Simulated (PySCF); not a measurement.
From one molecule to another.

First species: C6H13P.
Numbering: `[H]/[P:4]=[C:3](\[CH2:2][CH3:1])[CH:5]([CH3:6])[CH3:7]` (hydrogens: H8, H9, H10 on C1; H11, H12 on C2; H13 on P4; H14 on C5; H15, H16, H17 on C6; H18, H19, H20 on C7)

Second species: C₇H₇NO.
Numbering: `[CH3:1][C@@H:2]1[CH:3]=[CH:4][O:5][C:6]([C:7]#[N:8])=[CH:9]1` (hydrogens: H10, H11, H12 on C1; H13 on C2; H14 on C3; H15 on C4; H16 on C9)

Cartesian coordinates in Å at the GFN2-xTB level; atoms count from 1:
```xyz
16
C7H7NO angstrom
C     -1.7725   -0.6973   -0.7209
C     -0.8200   -0.3327    0.4289
C     -0.7226    1.1618    0.5924
C      0.4070    1.8296    0.4200
O      1.6140    1.2737    0.1126
C      1.6237   -0.0909    0.0115
C      2.8991   -0.6448   -0.2764
N      3.9121   -1.1212   -0.5187
C      0.5534   -0.8782    0.1662
H     -2.7678   -0.3090   -0.5181
H     -1.4172   -0.2701   -1.6565
H     -1.8346   -1.7774   -0.8329
H     -1.2216   -0.7828    1.3492
H     -1.6256    1.6950    0.8395
H      0.4989    2.9007    0.5164
H      0.6662   -1.9473    0.0754
```

Levels: PBE0/def2-SVPD for dipole moment, HOMO energy, LUMO energy, HOMO–LUMO gap, static isotropic polarisability and electronic spatial extent ⟨r²⟩ about the centre of nuclear charge; TDDFT PBE0/def2-SVPD for lowest singlet excitation; TDA PBE0/def2-SVPD for lowest triplet excitation (Tamm–Dancoff); GFN2-xTB for rotational constant A and rotational constant C. Geometries: GFN2-xTB. Each species is one conformer at its optimised geometry, gas phase, non-relativistic unless stated; the electronic structure was computed with PySCF and density fitting.

Dipoles, sizes and rotational constants follow the conformer. The torsions of the flexible species, by atom-mapped SMILES:
- `[H]/[P:4]=[C:3](\[CH2:2][CH3:1])[CH:5]([CH3:6])[CH3:7]`: C1–C2–C3–P4 -76°, C2–C3–C5–C6 68°

Values for the first species:

- Dipole moment: 1.87 D
- HOMO energy: -6.80 eV
- LUMO energy: -1.33 eV
- HOMO–LUMO gap: 5.47 eV
- Lowest singlet excitation: 4.78 eV
- Lowest triplet excitation (Tamm–Dancoff): 2.66 eV
- Static isotropic polarisability: 100.6 au
- Electronic spatial extent ⟨r²⟩ about the centre of nuclear charge: 1099 bohr²
- Rotational constant A: 2.253 GHz
- Rotational constant C: 1.258 GHz

Q: Estimate the same properties for the second species, and the change in each.

A: 
```json
{"property": "dipole moment", "first": "1.87 D", "second": "4.99 D", "second less first": "+3.12 D"}
{"property": "HOMO energy", "first": "-6.80 eV", "second": "-6.90 eV", "second less first": "-0.10 eV"}
{"property": "LUMO energy", "first": "-1.33 eV", "second": "-1.41 eV", "second less first": "-0.08 eV"}
{"property": "HOMO–LUMO gap", "first": "5.47 eV", "second": "5.49 eV", "second less first": "+0.02 eV"}
{"property": "lowest singlet excitation", "first": "4.78 eV", "second": "4.46 eV", "second less first": "-0.32 eV"}
{"property": "lowest triplet excitation (Tamm–Dancoff)", "first": "2.66 eV", "second": "3.23 eV", "second less first": "+0.57 eV"}
{"property": "static isotropic polarisability", "first": "100.6 au", "second": "87.7 au", "second less first": "-12.9 au"}
{"property": "electronic spatial extent ⟨r²⟩ about the centre of nuclear charge", "first": "1099 bohr²", "second": "1212 bohr²", "second less first": "+113 bohr²"}
{"property": "rotational constant A", "first": "2.253 GHz", "second": "3.246 GHz", "second less first": "+0.993 GHz"}
{"property": "rotational constant C", "first": "1.258 GHz", "second": "0.946 GHz", "second less first": "-0.312 GHz"}
```

On the first: The polarisability is 14.91 Å³ as a volume (1 au = 0.148185 Å³), or 1.57 au for each of the 64 electrons. The vertical singlet–triplet gap S1 − T1 is 2.12 eV (TDDFT singlet less Tamm–Dancoff triplet; S1: HOMO−1→LUMO, weight 0.96; T1: HOMO→LUMO, weight 0.97).

On the second: The 6 singlets span 4.46 to 6.79 eV, and their oscillator strengths add up to 0.54. No computed singlet falls in the visible range (750 to 380 nm, 1.65 to 3.26 eV); S1 lies 1.20 eV above its blue end.
